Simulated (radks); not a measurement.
All-electron atom: Xe4+ in [Kr] 4d10 5s2 5p2 (the NIST ground configuration). Method: Dirac Kohn-Sham, relativistic LDA (MacDonald-Vosko exchange, VWN5 correlation), spin-unpolarised, spherical densities, finite nucleus; open shells fill j = l - 1/2 first; Fermi nuclear charge, rms radius 4.7859 fm; computed with a radial shooting solver on a logarithmic mesh with Libxc functionals.

Unscreened Slater integrals over Kohn-Sham orbitals (cm^-1). Large and small components are both included. Empty in this configuration: 5p3/2.

| integral | value |
|---|---|
| F0(5p1/2,5p1/2) | 104080 |
| F0(5p1/2,5s1/2) | 109160 |
| G1(5p1/2,5s1/2) | 74898 |
| F0(5p1/2,4d5/2) | 128180 |
| G3(5p1/2,4d5/2) | 12154 |
| F0(5p1/2,4d3/2) | 128390 |
| G1(5p1/2,4d3/2) | 12575 |
| F0(5p1/2,5p3/2) | 102370 |
| G2(5p1/2,5p3/2) | 55588 |
| F0(5s1/2,5s1/2) | 115330 |
| F0(5s1/2,4d5/2) | 139720 |
| G2(5s1/2,4d5/2) | 17677 |
| F0(5s1/2,4d3/2) | 139990 |
| G2(5s1/2,4d3/2) | 17132 |
| F0(5s1/2,5p3/2) | 107090 |
| G1(5s1/2,5p3/2) | 71657 |
| F0(4d5/2,4d5/2) | 226090 |
| F2(4d5/2,4d5/2) | 114630 |
| F4(4d5/2,4d5/2) | 76238 |
| F0(4d5/2,4d3/2) | 227450 |
| F2(4d5/2,4d3/2) | 115270 |
| G2(4d5/2,4d3/2) | 115140 |
| G4(4d5/2,4d3/2) | 76590 |
| F0(4d5/2,5p3/2) | 124600 |
| F2(4d5/2,5p3/2) | 37104 |
| G1(4d5/2,5p3/2) | 11481 |
| G3(4d5/2,5p3/2) | 10983 |
| F0(4d3/2,4d3/2) | 228840 |
| F2(4d3/2,4d3/2) | 115950 |
| F0(4d3/2,5p3/2) | 124810 |
| F2(4d3/2,5p3/2) | 36700 |
| G1(4d3/2,5p3/2) | 11156 |
| G3(4d3/2,5p3/2) | 10730 |
| F0(5p3/2,5p3/2) | 100770 |
| F2(5p3/2,5p3/2) | 54984 |
